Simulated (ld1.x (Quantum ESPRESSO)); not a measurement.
hafnium, PAW: configuration errors across variants

ld1.x (Quantum ESPRESSO) 7.5 input, shortened:

```
&input
   title='Hf', zed=72., rel=1, dft='PBE', iswitch=3,
   config='[Xe] 4f14 5d2 6s2 6p0'
 /
 &inputp
   pseudotype=3, lpaw=.true., tm=.true., lloc=-1, rcloc=2.15,
   nlcc=.true., new_core_ps=.true.,
   which_augfun='BESSEL', rmatch_augfun=2.30
 /
6
6S  1  0   2.00   0.00  2.25  2.80  0.0
6S  1  0   0.00   0.40  2.25  2.80  0.0
5P  2  1   6.00   0.00  2.45  2.70  0.0
6P  3  1   0.00   0.00  2.45  2.70  0.0
5D  3  2   2.00   0.00  2.85  3.15  0.0
5D  3  2   0.00   1.55  2.85  3.15  0.0
 &test
   configts(1)='5p6 5d2 6s2 6p0'
 /
```

All-electron excitation energies from the reference (eV): (1) 5p6 5d2 6s1 6p0 7.976; (2) 5p6 5d2 6s1.5 6p0 3.254; (3) 5p6 5d2.5 6s1.5 6p0 1.255; (4) 5p6 5d1 6s2 6p0 6.498.

The overlap operator is not positive definite (basis up to 400 Ry) in “base”, “waves 5d (bound): rcut 2.04, rcutus 2.16 bohr; 5d channel at 1.55 Ry: rcut 2.04, rcutus 2.16 bohr”, “waves 5d (bound): rcut 2.32, rcutus 2.46 bohr; 5d channel at 1.55 Ry: rcut 2.32, rcutus 2.46 bohr”, “waves 5d (bound): rcut 2.74, rcutus 2.90 bohr; 5d channel at 1.55 Ry: rcut 2.74, rcutus 2.90 bohr”, “waves 5d (bound): rcut 2.85, rcutus 3.22 bohr; 5d channel at 1.55 Ry: rcut 2.85, rcutus 3.22 bohr”, “waves 5d (bound): rcut 2.85, rcutus 3.62 bohr; 5d channel at 1.55 Ry: rcut 2.85, rcutus 3.62 bohr”, “waves 5d (bound): rcut 2.85, rcutus 4.22 bohr; 5d channel at 1.55 Ry: rcut 2.85, rcutus 4.22 bohr”, “waves 5d (bound): rcut 2.85, rcutus 4.68 bohr; 5d channel at 1.55 Ry: rcut 2.85, rcutus 4.68 bohr”. Such files are unfit for use, however small their errors in these radial tests.

Tests that are not counted but printed errors over 1 eV. “base”: 5p6 5d2 6s0 6p0 (solver errors, printed error -505 eV); 5p6 5d1 6s0 6p0 (solver errors, printed error -417 eV); 1 more. “waves 5d (bound): rcut 2.04, rcutus 2.16 bohr; 5d channel at 1.55 Ry: rcut 2.04, rcutus 2.16 bohr”: 5p6 5d1 6s0 6p0 (solver errors, printed error -416 eV); 5p6 5d0 6s0 6p0 (solver errors, printed error -332 eV). “waves 5d (bound): rcut 2.32, rcutus 2.46 bohr; 5d channel at 1.55 Ry: rcut 2.32, rcutus 2.46 bohr”: 5p6 5d1 6s0 6p0 (solver errors, printed error -416 eV); 5p6 5d0 6s0 6p0 (solver errors, printed error -332 eV). “waves 5d (bound): rcut 2.74, rcutus 2.90 bohr; 5d channel at 1.55 Ry: rcut 2.74, rcutus 2.90 bohr”: 5p6 5d2 6s0 6p0 (solver errors, printed error -505 eV); 5p6 5d1 6s0 6p0 (solver errors, printed error -417 eV); 1 more. “waves 5d (bound): rcut 2.85, rcutus 3.22 bohr; 5d channel at 1.55 Ry: rcut 2.85, rcutus 3.22 bohr”: 5p6 5d2 6s0 6p0 (solver errors, printed error -505 eV); 5p6 5d1 6s0 6p0 (solver errors, printed error -417 eV); 1 more.

A true bound ghost makes a file unfit for plane-wave use even where its test errors are small: the radial tests pick states by their node count and pass the ghost by. Where a test does run into it, the solver fails or the error is huge.

Errors AE − PS in meV (a dash: test not solved or not reliable):

```tsv
change	(1)	(2)	(3)	(4)	bound ghosts
base	-5.3	-1.7	-3.7	-19	s (p not tested, overlap not positive)
waves 5d (bound): rcut 2.04, rcutus 2.16 bohr; 5d channel at 1.55 Ry: rcut 2.04, rcutus 2.16 bohr	-4.6	-1.5	-4.3	-28	s (p not tested, overlap not positive)
waves 5d (bound): rcut 2.32, rcutus 2.46 bohr; 5d channel at 1.55 Ry: rcut 2.32, rcutus 2.46 bohr	-4.0	-1.4	-4.3	-27	s (p not tested, overlap not positive)
waves 5d (bound): rcut 2.74, rcutus 2.90 bohr; 5d channel at 1.55 Ry: rcut 2.74, rcutus 2.90 bohr	-5.0	-1.6	-3.9	-22	s (p not tested, overlap not positive)
waves 5d (bound): rcut 2.85, rcutus 3.22 bohr; 5d channel at 1.55 Ry: rcut 2.85, rcutus 3.22 bohr	-5.4	-1.7	-3.6	-18	s (p not tested, overlap not positive)
waves 5d (bound): rcut 2.85, rcutus 3.62 bohr; 5d channel at 1.55 Ry: rcut 2.85, rcutus 3.62 bohr	-6.2	-1.9	-3.5	-13	s (p not tested, overlap not positive)
waves 5d (bound): rcut 2.85, rcutus 4.22 bohr; 5d channel at 1.55 Ry: rcut 2.85, rcutus 4.22 bohr	–	–	–	–	s (p not tested, overlap not positive)
waves 5d (bound): rcut 2.85, rcutus 4.68 bohr; 5d channel at 1.55 Ry: rcut 2.85, rcutus 4.68 bohr	–	–	–	–	s (p not tested, overlap not positive)
```

(1) Give the same row for: waves 5d (bound): rcut 2.85, rcutus 4.00 bohr; 5d channel at 1.55 Ry: rcut 2.85, rcutus 4.00 bohr.

## Answers

(1) –, –, –, –; bound ghosts: s (p not tested, overlap not positive). Not counted: 5p6 5d2 6s1 6p0 (solver errors, printed error -572 eV); 5p6 5d2 6s0 6p0 (solver errors, printed error -505 eV). Its overlap operator is not positive definite in a basis up to 400 Ry (lowest eigenvalue p -14.70), so the file is unfit for use: the generalised eigenproblem breaks down once the basis is large enough, and its test numbers describe a broken file.
